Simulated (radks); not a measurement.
Radial electron density D(r) = 4 pi r^2 rho(r) of an atom or ion with 55 electrons. Calculated with a radial shooting solver on a logarithmic mesh with Libxc functionals: scalar-relativistic Kohn-Sham, PBE, spin-polarised, spherical densities, finite nucleus; Fermi nuclear charge, rms radius of each element as measured or else 0.836 A^(1/3) + 0.57 fm.

```
   r/bohr * D(r) (the largest magnitude, 99.4, reaches the edge; | marks zero)
  0.00457 |               *
 0.006194 |                      *
 0.008395 |                              *
  0.01138 |                                     *
  0.01542 |                                         *
   0.0209 |                                        *
  0.02832 |                                     *
  0.03838 |                                     *
  0.05202 |                                             *
   0.0705 |                                                      *
  0.09555 |                                                  *
   0.1285 |                                        *
   0.1741 |                                           *
   0.2359 |                                              *
   0.3198 |                            *
   0.4334 |                *
   0.5873 |                   *
    0.796 |             *
    1.079 |     *
    1.462 |   *
    1.982 | *
    2.664 |*
    3.611 *
    4.893 *
    6.632 *
    8.988 *
```

What is the nuclear charge?

Answer. Z = 58. The innermost maximum, from 1s, lies near gamma/Z bohr with gamma = sqrt(1 - (Z/c)^2) = 0.906, here 0.0156 bohr (found: 0.0171), and its height grows with Z. The density is that of the cerium ion Ce3+ in [Kr] 4d10 4f1 5p6 5f2; the configuration itself is not fixed sharply by these data, and Z only to a few units. D(r) has 4 maxima, at r = 0.0171, 0.0758, 0.214, 0.597 bohr, and minima at 0.0330, 0.141, 0.433 bohr, inside which lie 1.96, 11.20, 28.95 electrons.
